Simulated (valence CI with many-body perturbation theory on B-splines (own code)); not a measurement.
Results of a calculation; reference values are marked as such.
Run record, Pd XXVI

The program does CI of the valence electrons with many-body perturbation theory for a frozen closed Dirac-Fock core.

Command, and the settings that its task file holds:

```sh
python run_cv.py task.json out
```

```
atom Pd  Z=46  mass_number=106  rms_radius_fm=4.5318
core [Ar] 3d1
valence 3d3
avg = 1
basis = S
breit = 1
cap = 10000
capref = 1200
cscale = 1
de = 0.0
dress = 0
eps = 2e-08
extrap = 1
h = 0.27
hh = 1
l2 = 3
lcore = 6
maxit = 60
n2 = 5
natural = 1
nlev = 20
nno = [3, 3, 3, 3, 1]
nroot = 26
nsp = [3, 3, 2, 2, 0]
pt2 = 1
qed = 1
rpa = 1
s1 = 1
s2 = 1
s3 = 1
screen = 1
tol = 2e-05
whole = 1
```

Q: What became of the run, and why?

A: It gave no result: the perturbation theory needs a core of closed shells. The program said: "the core must hold closed shells only".
